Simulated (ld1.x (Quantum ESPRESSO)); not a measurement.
Scattering properties, TM potential for Ce (Z = 58)

| Item | Value |
| --- | --- |
| Element | Ce (Z = 58) |
| Generator | ld1.x (Quantum ESPRESSO) 7.5 |
| Type | norm-conserving Troullier–Martins (Kleinman–Bylander form) |
| Functional | BP86 |
| Relativity | scalar-relativistic |
| Frozen core | [Kr] 4d10 4f1 |
| Valence charge | 11 |
| Reference configuration | 5s2 5p6 5d1 6s2 6p0 |
| Partial waves | 5s (bound): rc 2.10 bohr; 5p (bound): rc 2.60 bohr; 5d (bound): rc 2.80 bohr |
| Local potential | all-electron potential smoothed inside 1.85 bohr (lloc = -1) |
| Core correction | none |

Occupied shells without a wave of their own: 6s. They enter only through the test configuration that unscreens the potential.

The phase is arctan(r·u′/u) with u = r·R(r), unwrapped; energies in Ry, scanned from -5 to 5 Ry. A pole is an energy at which the radial function vanishes at the test radius. The pseudo phase is shifted by a multiple of π to meet the all-electron one at the reference energy, and phase errors are pseudo minus all-electron; the curves can meet again beyond the range given. Levels narrower than the energy grid can be missing from the lists of poles.

**Question.** For each channel, where are the poles, and over which energies does the pseudopotential scatter like the atom?

**Answer.**

```tsv
channel	radius (bohr)	reference energy (Ry)	poles, all-electron	poles, pseudo	unbroken range about the reference energy with phases within 0.05 rad	phase error 1 Ry above the reference energy (rad)
s	3.07	-2.99	-2.92, 2.60	-4.26, -1.50, 1.97	not even at the reference energy	-0.396
p	3.07	-1.71	-1.52, 3.79	-2.83, 1.26	not even at the reference energy	-0.584
d	3.07	-0.23	0.54	-0.72, 3.67	not even at the reference energy	-0.369
```

A Bessel basis up to 400 Ry misses an occupied level by 1.31 Ry, so cutoffs and ghosts were not judged. The potential misses its own reference levels by up to 18.1 eV, so it is not fit for use.

Phases in the s channel:

```csv
E (Ry),all-electron,pseudo
-5.00,1.403,1.357
-4.74,1.396,1.324
-4.48,1.388,1.163
-4.22,1.378,-1.626
-3.96,1.364,-1.729
-3.70,1.344,-1.764
-3.44,1.305,-1.790
-3.18,1.138,-1.815
-2.92,-1.567,-1.845
-2.66,-1.717,-1.885
-2.40,-1.760,-1.945
-2.14,-1.790,-2.058
-1.88,-1.818,-2.445
-1.62,-1.849,-4.383
-1.36,-1.886,-4.878
-1.10,-1.935,-5.088
-0.84,-2.005,-5.349
-0.58,-2.113,-5.872
-0.32,-2.301,-6.721
-0.06,-2.668,-7.254
0.20,-3.314,-7.491
0.46,-3.915,-7.614
0.72,-4.237,-7.690
0.98,-4.405,-7.742
1.24,-4.504,-7.780
1.50,-4.570,-7.811
1.76,-4.617,-7.836
2.02,-4.653,-7.858
2.28,-4.682,-7.879
2.54,-4.707,-7.898
2.80,-4.729,-7.917
3.06,-4.750,-7.937
3.32,-4.770,-7.958
3.58,-4.791,-7.982
3.84,-4.812,-8.011
4.10,-4.836,-8.046
4.36,-4.864,-8.095
4.62,-4.898,-8.165
4.88,-4.942,-8.280
```
